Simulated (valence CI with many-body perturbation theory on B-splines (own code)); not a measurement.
# Au⁷¹⁺: electric-dipole lines

Computed by relativistic CI+MBPT: six valence electrons over a frozen Dirac-Fock core [He], a basis of 9 s, 9 p, 8 d, 6 f, 3 g, 1 h functions for each j, with the one-electron correlation potential Σ1, the two-electron term Σ2, the three-electron term Σ3, Breit, model QED; selected CI, second order for the rest, scaled by the run's own slope (own B-spline code, finite nucleus).

No measured spectrum was set against this ion. As an estimate, large intervals hold to a few tenths of a per cent, small ones and those within an open d or f shell to about a per cent. Among the levels kept, up to 1900 cm⁻¹ of a level comes from second order outside the variational space, and about a tenth of that is noise between levels of different J, which matters for small intervals.

Lines 101 to 150 of 197 in falling wavelength, among levels below 913.48 Ry, chosen from the strongest by gf and those to the six lowest levels. Wavelengths and rates use the calculated energies. Electric multipoles are in the length gauge with retardation, E1 and E2 with the static RPA response of the core. Weak lines are less certain than strong ones. Lines between different terms over intervals too small for the method are left out, as are lines whose strength nearly cancels. The highest levels of a list are the least certain.

Levels are named by their leading jj configuration (3d3/2^4 stands for four electrons in 3d with j = 3/2), which in mixed levels can hold well under half, so a name can repeat and another be missing. Letters in brackets count levels of one name in rising energy.

```
λ vac (Å)                               Upper                        Lower   A (s⁻¹)  log gf  Branch %
    5.171     (2s 2p1/2^2 2p3/2^2 3s) J=1 [b]  (2s^2 2p1/2^2 2p3/2 3s) J=2  5.48e+12   -1.18       1.5
    5.161              (2s 2p1/2 2p3/2^4) J=1     (2s^2 2p1/2 2p3/2^3) J=1  6.28e+12   -1.12      15.6
    5.155     (2s 2p1/2^2 2p3/2^2 3s) J=2 [b]  (2s^2 2p1/2^2 2p3/2 3s) J=2  3.13e+13   -0.21      33.9
    5.122         (2s 2p1/2^2 2p3/2^2 3s) J=0  (2s^2 2p1/2^2 2p3/2 3s) J=1  1.91e+13   -1.12      11.0
    5.079            (2s 2p1/2^2 2p3/2^3) J=1   (2s^2 2p1/2^2 2p3/2^2) J=2  3.43e+13   -0.40      73.7
    2.930              (2s 2p1/2 2p3/2^4) J=1   (2s^2 2p1/2^2 2p3/2^2) J=0  8.29e+08   -5.49       0.0
    2.884              (2s 2p1/2 2p3/2^4) J=1   (2s^2 2p1/2^2 2p3/2^2) J=2  1.15e+11   -3.37       0.3
    1.640      (2s^2 2p1/2^2 2p3/2 3p1/2) J=1     (2s 2p1/2^2 2p3/2^3) J=1  7.78e+09   -5.03       0.4
    1.639      (2s^2 2p1/2^2 2p3/2 3p1/2) J=2     (2s 2p1/2^2 2p3/2^3) J=1  3.87e+10   -4.11       1.1
    1.620      (2s^2 2p1/2^2 2p3/2 3p1/2) J=1     (2s 2p1/2^2 2p3/2^3) J=2  6.22e+10   -4.13       2.8
    1.620      (2s^2 2p1/2^2 2p3/2 3p1/2) J=2     (2s 2p1/2^2 2p3/2^3) J=2  5.33e+09   -4.98       0.1
    1.559         (2s^2 2p1/2^2 2p3/2 3s) J=2     (2s^2 2p1/2 2p3/2^3) J=2  7.99e+09   -4.84       0.0
    1.557         (2s^2 2p1/2^2 2p3/2 3s) J=1     (2s^2 2p1/2 2p3/2^3) J=2  3.98e+09   -5.36       0.0
    1.556         (2s^2 2p1/2^2 2p3/2 3s) J=2     (2s^2 2p1/2 2p3/2^3) J=1  1.71e+09   -5.51       0.0
    1.554         (2s^2 2p1/2^2 2p3/2 3s) J=1     (2s^2 2p1/2 2p3/2^3) J=1  1.28e+10   -4.86       0.0
    1.530      (2s^2 2p1/2^2 2p3/2 3p3/2) J=1     (2s 2p1/2^2 2p3/2^3) J=1  1.08e+10   -4.94       0.2
    1.524      (2s^2 2p1/2^2 2p3/2 3p3/2) J=2     (2s 2p1/2^2 2p3/2^3) J=1  4.60e+09   -5.10       0.1
    1.518      (2s^2 2p1/2^2 2p3/2 3p3/2) J=0     (2s 2p1/2^2 2p3/2^3) J=1  4.50e+11   -3.81       5.5
    1.512      (2s^2 2p1/2^2 2p3/2 3p3/2) J=3     (2s 2p1/2^2 2p3/2^3) J=2  4.93e+10   -3.93       1.1
    1.512      (2s^2 2p1/2^2 2p3/2 3p3/2) J=1     (2s 2p1/2^2 2p3/2^3) J=2  1.16e+11   -3.92       2.6
    1.506      (2s^2 2p1/2^2 2p3/2 3p3/2) J=2     (2s 2p1/2^2 2p3/2^3) J=2  7.00e+10   -3.92       1.7
    1.415      (2s^2 2p1/2^2 2p3/2 3d3/2) J=2     (2s^2 2p1/2 2p3/2^3) J=2  2.67e+10   -4.40       0.0
    1.414      (2s^2 2p1/2^2 2p3/2 3d3/2) J=3     (2s^2 2p1/2 2p3/2^3) J=2  5.46e+09   -4.94       0.0
    1.413      (2s^2 2p1/2^2 2p3/2 3d3/2) J=1     (2s^2 2p1/2 2p3/2^3) J=2  6.21e+10   -4.25       0.0
    1.412      (2s^2 2p1/2^2 2p3/2 3d3/2) J=2     (2s^2 2p1/2 2p3/2^3) J=1  9.78e+10   -3.84       0.1
    1.410      (2s^2 2p1/2^2 2p3/2 3d3/2) J=1     (2s^2 2p1/2 2p3/2^3) J=1  2.01e+09   -5.74       0.0
    1.409      (2s^2 2p1/2^2 2p3/2 3d3/2) J=0     (2s^2 2p1/2 2p3/2^3) J=1  4.61e+10   -4.86       2.2
    1.392      (2s^2 2p1/2^2 2p3/2 3d5/2) J=2     (2s^2 2p1/2 2p3/2^3) J=2  4.64e+09   -5.17       0.0
    1.389      (2s^2 2p1/2^2 2p3/2 3d5/2) J=3     (2s^2 2p1/2 2p3/2^3) J=2  6.20e+09   -4.90       0.0
    1.389      (2s^2 2p1/2^2 2p3/2 3d5/2) J=2     (2s^2 2p1/2 2p3/2^3) J=1  1.24e+09   -5.75       0.0
    1.387      (2s^2 2p1/2^2 2p3/2 3d5/2) J=1     (2s^2 2p1/2 2p3/2^3) J=2  6.13e+09   -5.28       0.0
    1.384      (2s^2 2p1/2^2 2p3/2 3d5/2) J=1     (2s^2 2p1/2 2p3/2^3) J=1  1.65e+10   -4.85       0.0
    1.314  (2s^2 2p1/2 2p3/2^2 3p1/2) J=1 [a]     (2s 2p1/2^2 2p3/2^3) J=1  1.47e+11   -3.94      12.6
    1.312  (2s^2 2p1/2 2p3/2^2 3p1/2) J=2 [a]     (2s 2p1/2^2 2p3/2^3) J=1  6.44e+09   -5.08       0.3
    1.304  (2s^2 2p1/2 2p3/2^2 3p1/2) J=2 [b]     (2s 2p1/2^2 2p3/2^3) J=1  7.28e+11   -3.03      18.8
    1.302  (2s^2 2p1/2 2p3/2^2 3p1/2) J=1 [b]     (2s 2p1/2^2 2p3/2^3) J=1  7.69e+10   -4.23       3.2
    1.301  (2s^2 2p1/2 2p3/2^2 3p1/2) J=1 [a]     (2s 2p1/2^2 2p3/2^3) J=2  8.22e+09   -5.20       0.7
    1.300  (2s^2 2p1/2 2p3/2^2 3p1/2) J=2 [a]     (2s 2p1/2^2 2p3/2^3) J=2  6.00e+10   -4.12       2.8
    1.297      (2s^2 2p1/2 2p3/2^2 3p1/2) J=3     (2s 2p1/2^2 2p3/2^3) J=2  1.09e+11   -3.71       3.8
    1.295      (2s^2 2p1/2 2p3/2^2 3p1/2) J=0     (2s 2p1/2^2 2p3/2^3) J=1  1.30e+12   -3.49      34.5
    1.291  (2s^2 2p1/2 2p3/2^2 3p1/2) J=2 [b]     (2s 2p1/2^2 2p3/2^3) J=2  1.22e+12   -2.82      31.6
    1.290  (2s^2 2p1/2 2p3/2^2 3p1/2) J=1 [b]     (2s 2p1/2^2 2p3/2^3) J=2  5.96e+10   -4.35       2.5
    1.275     (2s 2p1/2^2 2p3/2^2 3s) J=2 [a]     (2s 2p1/2^2 2p3/2^3) J=1  3.06e+13   -1.43       9.5
    1.267         (2s 2p1/2^2 2p3/2^2 3s) J=3     (2s 2p1/2^2 2p3/2^3) J=2  5.24e+13   -1.05      89.9
    1.264         (2s^2 2p1/2^2 2p3/2 3s) J=1   (2s^2 2p1/2^2 2p3/2^2) J=0  1.07e+14   -1.12      28.9
    1.263     (2s 2p1/2^2 2p3/2^2 3s) J=1 [a]     (2s 2p1/2^2 2p3/2^3) J=1  3.19e+13   -1.64      17.6
    1.263     (2s 2p1/2^2 2p3/2^2 3s) J=2 [a]     (2s 2p1/2^2 2p3/2^3) J=2  2.85e+14   -0.47      88.4
    1.262     (2s 2p1/2^2 2p3/2^2 3s) J=1 [b]     (2s 2p1/2^2 2p3/2^3) J=1  2.61e+14   -0.73      71.1
    1.261     (2s 2p1/2^2 2p3/2^2 3s) J=2 [b]     (2s 2p1/2^2 2p3/2^3) J=1  4.70e+13   -1.25      51.0
    1.261     (2s^2 2p1/2 2p3/2^2 3s) J=2 [a]     (2s^2 2p1/2 2p3/2^3) J=2  1.36e+13   -1.79      15.4
```
